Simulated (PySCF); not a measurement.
## Electron correlation in O⁺ (oxygen, charge +1)

[He] 2s2 2p2 3s1, high-spin 4P determinant (an excited configuration). All numbers are calculated (PySCF 2.14, the spin-free X2C one-electron Hamiltonian (Gaussian nucleus), in aug-cc-pCVTZ-DK). Frozen: 1s2; 5 electrons correlated.

| level | correlation energy (mhartree) |
| --- | --- |
| CCSD | -109.83 |
| (T) | -2.36 |
| CCSD(T) | -112.19 |

Diagnostics: T1 = 0.0076, D1 = 0.0202, largest double amplitude 0.115.

The outer electron is Rydberg-like, and this basis confines it to a smaller radius and binds it less than a complete one would.

Cost of the coupled-cluster step: roughly 7 core-seconds, for 5 correlated electrons.
